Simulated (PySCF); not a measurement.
**Two-component Hartree-Fock for Ti³⁺ (titanium, charge +3)**

Start: [Ar] 4p1; 4p3/2 filled at m_j = +3/2. Calculated with PySCF 2.14 in x2c-TZVPall-2c with one added diffuse shell each of s, p, d type (7s8p5d1f, 63 functions): generalised Hartree-Fock with the X2C-1e Hamiltonian and a Gaussian nucleus; one run each with spin-orbit coupling (SO) switched off, then screened by Boettger's factors. This is a chosen level, not necessarily the ground level.

```csv
spinor shell,electrons,"ε, spin-free (eV)","ε, screened SO (eV)",weight of nominal j (screened SO),"rms radius, screened SO (bohr)"
1s1/2,2,-5061.1,-5061.1,1.000,0.0804
2s1/2,2,-634.32,-634.33,1.000,0.350
2p1/2,2,-529.88,-533.84,1.000,0.318
3s1/2,2,-120.36,-120.37,1.000,1.05
3p1/2,2,-89.178,-89.650,0.970,1.11
3p3/2,4,-89.178,-88.964,0.985,1.12
4p3/2,1,-26.714,-26.681,1.000,3.11
```

**Question.** Where does 2p3/2 lie, and what is the 2p spin-orbit splitting (screened SO)?

**Answer.** At -527.94 eV, 5.901 eV above 2p1/2.

```tsv
quantity	spin-free	screened SO
E (hartree)	-850.50473	-850.51000
M_J	3/2	3/2
⟨J²⟩	3.750	3.750
⟨L²⟩	2.000	2.001
⟨S²⟩	0.750	0.750
```

Each row is a mean over spinors that exchange with the open shell spreads, by up to 0.683 eV (3p3/2).

Without spin-orbit coupling the j labels of p, d and f shells carry no meaning; the spin-free column gives the mean over the occupied spinors of each nl shell.
